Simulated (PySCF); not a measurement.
Correlation energy of Si⁺ (silicon, charge +1)

[Ne] 3s2 3p1, 2P determinant. Calculation: PySCF 2.14, in aug-cc-pV(D+d)Z (5s4p3d, 32 functions); no relativity, point nucleus. Frozen: [Ne]; 3 electrons correlated.

| level | correlation energy (mhartree) |
| --- | --- |
| CCSD | -54.49 |
| (T) | -0.72 |
| CCSD(T) | -55.21 |
| CCSDT | -55.57 |
| FCI | -55.57 |

Diagnostics: T1 = 0.013, D1 = 0.0318, largest double amplitude 0.107, weight of the Hartree-Fock determinant in FCI 0.9375 (9477 determinants).

Is a single reference adequate?

Mostly. T1 lies below 0.03, but a double amplitude of this size points to a near-degeneracy that CCSD handles and MP2 describes poorly.
